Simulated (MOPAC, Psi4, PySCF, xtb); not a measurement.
Approach curve of the dimer CO2 ··· COS (SMILES O=C=O and O=C=S). Monomers: optimised at B3LYP-D3(BJ) (def2-TZVP), held rigid. Orientation: a random orientation, not optimised. Only R, the distance of the centres of mass, is varied, so the lowest point isn't the relaxed dimer.

Geometry at R = 4.83 Å (first 3 atoms: monomer A):
```
6

O     -1.1597     0.0007     0.0000
C      0.0000     0.0000     0.0000
O      1.1597    -0.0007     0.0000
O      2.9985    -3.0949     4.3151
C      2.9427    -2.0948     3.7389
S      2.8673    -0.7428     2.9599
```

Computed with: RKS-B3LYP/6-311+G** = PySCF with restricted B3LYP/6-311+G**, spherical d, no counterpoise correction; PM6, restricted, heats of formation (MOPAC); GFN1-xTB (xtb); SAPT0/jun-cc-pVDZ, frozen core (Psi4).

Interaction energies in kcal/mol; the last columns give the difference from SAPT0:

```tsv
R / Å	RKS-B3LYP/6-311+G**	PM6	GFN1-xTB	SAPT0/jun-cc-pVDZ	RKS-B3LYP/6-311+G** − SAPT0/jun-cc-pVDZ	PM6 − SAPT0/jun-cc-pVDZ	GFN1-xTB − SAPT0/jun-cc-pVDZ
4.23	2.06	-0.93	0.19	1.45	0.61	-2.38	-1.26
4.40	1.04	-0.54	-0.13	0.48	0.56	-1.02	-0.61
4.64	0.35	-0.26	-0.27	-0.12	0.47	-0.14	-0.15
4.83	0.12	-0.17	-0.29	-0.28	0.40	0.11	-0.01
5.00	0.02	-0.13	-0.28	-0.32	0.34	0.18	0.04
5.23	-0.04	-0.11	-0.25	-0.30	0.27	0.20	0.06
5.54	-0.05	-0.07	-0.20	-0.24	0.19	0.17	0.04
5.82	-0.05	-0.05	-0.16	-0.19	0.14	0.13	0.03
6.30	-0.04	-0.03	-0.11	-0.12	0.08	0.09	0.01
7.03	-0.03	-0.02	-0.05	-0.06	0.03	0.04	0.01
8.03	-0.02	-0.01	-0.02	-0.03	0.01	0.02	0.00
9.33	-0.01	0.00	-0.01	-0.01	0.00	0.01	0.00
```

RKS-B3LYP/6-311+G** is furthest from SAPT0/jun-cc-pVDZ at 4.23 (0.61 kcal/mol, above); its mean absolute difference over the points is 0.26 kcal/mol.

PM6 is furthest from SAPT0/jun-cc-pVDZ at 4.23 (-2.38 kcal/mol, below); its mean absolute difference over the points is 0.38 kcal/mol.

GFN1-xTB is furthest from SAPT0/jun-cc-pVDZ at 4.23 (-1.26 kcal/mol, below); its mean absolute difference over the points is 0.19 kcal/mol.
